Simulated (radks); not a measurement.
The mean radii <r> (bohr) of the occupied orbitals of an atom or ion are listed with their occupations. Method: Dirac Kohn-Sham, PBE, spin-unpolarised, spherical densities, finite nucleus; Fermi nuclear charge, rms radius of each element as measured or else 0.836 A^(1/3) + 0.57 fm; computed with a radial shooting solver on a logarithmic mesh with Libxc functionals.

| orbital | occ. | <r> |
|---|---|---|
| 1s1/2 | 2 | 0.04275 |
| 2s1/2 | 2 | 0.1893 |
| 2p1/2 | 2 | 0.1627 |
| 2p3/2 | 4 | 0.1666 |
| 3s1/2 | 2 | 0.5511 |
| 3p1/2 | 2 | 0.5567 |
| 3p3/2 | 4 | 0.5672 |
| 3d3/2 | 4 | 0.5866 |
| 3d5/2 | 6 | 0.5906 |
| 4s1/2 | 2 | 1.591 |
| 4p1/2 | 2 | 1.835 |
| 4p3/2 | 1 | 1.865 |

Name the element and its charge. Open shells, if any, fill j = l - 1/2 first.

Answer. Z = 35, bromine, charge +2: Br2+ in [Ar] 3d10 4s2 4p3. The 1s radius gives Z: for a bare nucleus <r> = (2 gamma + 1)/(2Z) with gamma = sqrt(1 - (Z/c)^2), 0.04191 bohr for Z = 35, and screening makes it slightly larger (0.04275 here). The occupations add up to 33, and the charge is Z minus that.
